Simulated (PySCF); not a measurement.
Computed shifts of a molecule C4H8O2, PySCF with PBE/pcSseg-1, GIAO, gas phase, atoms alike by connectivity averaged where their shifts nearly agree, in ppm (number of nuclei): ¹³C: 76.7 (1), 61.7 (1), 21.0 (1), 16.4 (1). ¹H: 4.65 (1), 3.20 (1), 1.58 (1), 1.24 (1), 1.12 (1), 0.94 (1), 0.90 (1), 0.70 (1). References: ¹⁷O against H2O (σ = 334.3 ppm); ¹³C against TMS (σ = 182.0 ppm); ¹H against TMS (σ = 31.49 ppm), references at their B3LYP-D3(BJ)/def2-TZVP geometries, non-relativistic. Coordinates come from a B3LYP-D3(BJ)/def2-SVP optimisation. One conformer was computed; it need not be the lowest.

Question: Which molecule gave these data?
A) CO[C@@H]1C[C@H]1O
B) CO[C@@H]1CCO1
C) OCC1(O)CC1
D) C[C@H]1O[C@@H](C)O1

Answer: C, OCC1(O)CC1
